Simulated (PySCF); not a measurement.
Structure with atom numbers: `[CH:1]#[C:2][C:3]1=[CH:4][BH:5][CH:6]=[CH:7][CH:8]=[CH:9]1`. Hydrogens are named by the atom that carries them.

- geometry from PBE0-D3(BJ)/def2-SVP
- σ from GIAO-PBE0/pcSseg-1
- code: PySCF
- gas phase, no relativistic terms, a single conformation

Scale: 13C (σref 184.41) and 1H (σref 31.27) against TMS; 11B (σref 100.73) against BF3·OEt2 (reference shieldings calculated alike).

| atoms | nucleus | count | Hirshfeld charge | δ (ppm) |
| --- | --- | --- | --- | --- |
| C6 | 13C | 1 | -0.09 | ? |
| C4 | 13C | 1 | -0.09 | 168.9 |
| C8 | 13C | 1 | -0.02 | ? |
| C2 | 13C | 1 | -0.04 | ? |
| H(C7) | 1H | 1 | 0.05 | 8.05 |
| H(C4) | 1H | 1 | 0.04 | 8.88 |
| H(C9) | 1H | 1 | 0.05 | 7.69 |
| C7 | 13C | 1 | -0.02 | 155.3 |
| C1 | 13C | 1 | -0.10 | 88.5 |
| C9 | 13C | 1 | -0.02 | 147.5 |
| H(C1) | 1H | 1 | 0.10 | ? |
| H(C6) | 1H | 1 | 0.04 | 8.51 |
| C3 | 13C | 1 | 0.03 | 147.8 |
| B5 | 11B | 1 | 0.07 | 44.2 |
| H(C8) | 1H | 1 | 0.05 | 7.45 |
| H(B5) | 1H | 1 | -0.07 | ? |

Estimate the values marked ?.

Answers


- C6: 165.0 ppm, alkene CH; an sp2 carbon of a C=C bond
- C8: 142.2 ppm, alkene CH; an sp2 carbon of a C=C bond
- C2: 91.6 ppm, alkyne carbon; sp carbons lie upfield of alkene carbons because the cylindrical π system leaves one tensor component strongly shielded
- H(B5): 6.34 ppm, hydrogen on a boron bonded to 2 C, in a 7-membered ring
- H(C1): 3.40 ppm, hydrogen on a terminal alkyne carbon; it lies on the axis of the triple bond, in its shielding cone

Hydrogens on boron are broadened and split by 11B (spin 3/2, 80 %) and 10B (spin 3). A carbon bonded to boron is broadened by the quadrupolar boron nucleus and is often missing from a measured spectrum. Shifts are as computed. Against solution values, carbons near 30 ppm lie about +2 ppm off and those near 130 ppm about +5 ppm. Of 1313 compounds with measured shifts, 239 miss one by over three times the rms of a fit or turn the order of signals round; such compounds aren't used in these exercises.
